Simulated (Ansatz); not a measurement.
`C=C[SiH](F)OC` + HI → `C=CI` + `CO[SiH2]F`  (substitution at a C–Si bond)

Computed with Ansatz on PBE0-D4/def2-TZVP structures; ΔE is electronic, products minus reactants. CCSD(T)/CBS adds triple-zeta CCSD(T) − MP2 to the extrapolated MP2 energy (def2 sets, frozen cores). DFT in def2-TZVPP. def2 core potentials past Kr. For I outer-core shells are correlated without core-valence functions, which leaves a few kJ/mol of doubt a bond. Each species was taken in one conformer, which may not be the lowest.

```
  level  ΔE (kJ/mol)
 PBE-D4         47.5
ωB97M-V         56.3
```

(1) What does CCSD(T)/CBS give? (Best estimate.)

Largest T1 diagnostic among the species: 0.012.

Results:

(1) Computed: +49.3 kJ/mol. The listed levels differ from it by -1.8, 7.0 kJ/mol.

In def2-TZVPP, CCSD(T) changes the Hartree–Fock value by −3.4 kJ/mol (the triples alone add −1.9 kJ/mol) and MP2 by −9.2 kJ/mol. From PBE to PBE0 (25 % exact exchange), in def2-TZVPP and without D4, ΔE moves by +5.9 kJ/mol. The D4 term adds +5.3 kJ/mol with B3LYP and +3.4 kJ/mol with PBE0; it sums over pairs of atoms, weighted by their polarisabilities, and B3LYP, whose exchange is more repulsive, gets the larger term.

B3LYP here is the variant with VWN-RPA as its local correlation; programs differ in this.
